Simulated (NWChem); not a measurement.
System: SrClF; SMILES [F][Sr][Cl]

Input file for NWChem:

```
start job
memory heap 200 mb stack 900 mb global 1100 mb
geometry units angstroms noautoz
  Sr     0.059911     0.346834     0.000000
  F     -1.324562     1.939073     0.000000
  Cl     0.095390    -2.282733     0.000000
end
basis spherical
  * library def2-svp
end
ecp
  Sr library def2-ecp
end
dft
  xc xcamb88 1.00 lyp 0.81 vwn_5 0.19 hfexch 1.00
  cam 0.33 cam_alpha 0.19 cam_beta 0.46
  iterations 150
  vectors input atomic output neutral.movecs
end
task dft energy
charge 1
dft
  odft
  mult 2
  vectors input atomic output cation.movecs
end
task dft energy
```

All runs use the structure optimised with PBE0/def2-SVP. def2 effective core potentials on Sr; no spin-orbit coupling.

Ions are spin-unrestricted doublets at the neutral geometry; other ion states weren't tried.

Question: Give the results of this calculation. (CAM-B3LYP/def2-SVP with def2 effective core potentials on Sr, vertical spin-unrestricted ions.) Quantities: vertical ionisation energy, ΔSCF (eV); −ε(HOMO) (eV).

Answer: 
* **vertical ionisation energy, ΔSCF (eV)**: 10.19
* **−ε(HOMO) (eV)**: 8.78
